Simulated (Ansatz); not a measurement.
## A geometry optimisation of Al2ClFH2O with B3LYP-D3(BJ)/6-311G**

The starting geometry of this gas-phase singlet was optimised with GFN2-xTB; its bonds are those of `[F][AlH][O][AlH][Cl]`.

```yaml
atoms:
  - { symbol: Al, position_ang: [-1.9530, 0.7178, -0.4457] }
  - { symbol: Al, position_ang: [0.9106, -0.5361, 0.8034] }
  - { symbol: Cl, position_ang: [2.7259, -0.2474, -0.0278] }
  - { symbol: F, position_ang: [-2.4721, 2.2585, -0.1916] }
  - { symbol: O, position_ang: [-0.5043, 0.1299, 0.1676] }
  - { symbol: H, position_ang: [0.6367, -1.3538, 2.0462] }
  - { symbol: H, position_ang: [-2.7764, -0.2283, -1.2641] }
```

Where would you expect an optimisation with B3LYP-D3(BJ)/6-311G** to take it?

It keeps its bonds, and is `[F][AlH][O][AlH][Cl]`.

The energy falls by 0.21 eV over 15 steps:

```json
{"step": "1", "E − E(last) (eV)": "0.209"}
{"step": "3", "E − E(last) (eV)": "0.037"}
{"step": "4", "E − E(last) (eV)": "0.017"}
{"step": "6", "E − E(last) (eV)": "0.010"}
{"step": "7", "E − E(last) (eV)": "0.009"}
{"step": "9", "E − E(last) (eV)": "0.008"}
{"step": "10", "E − E(last) (eV)": "0.002"}
{"step": "12", "E − E(last) (eV)": "0.000"}
{"step": "13", "E − E(last) (eV)": "0.000"}
{"step": "15", "E − E(last) (eV)": "0.000"}
```

Final geometry (Å):

```xyz
7

Al   -1.9564    0.6816   -0.5139
Al    0.8325   -0.5608    0.9200
Cl    2.5925   -0.2107   -0.1873
F    -2.3744    2.2479   -0.1115
O    -0.6235   -0.0133    0.2616
H     0.9121   -1.3174    2.2817
H    -2.8154   -0.0867   -1.5626
```

Frequencies at the end are all real (lowest 28 cm⁻¹). Run with Ansatz 0.2.0, 48 s on 2 threads of Intel(R) Xeon(R) Platinum 8259CL CPU @ 2.50GHz (Skylake/Cascade Lake), on a shared host.
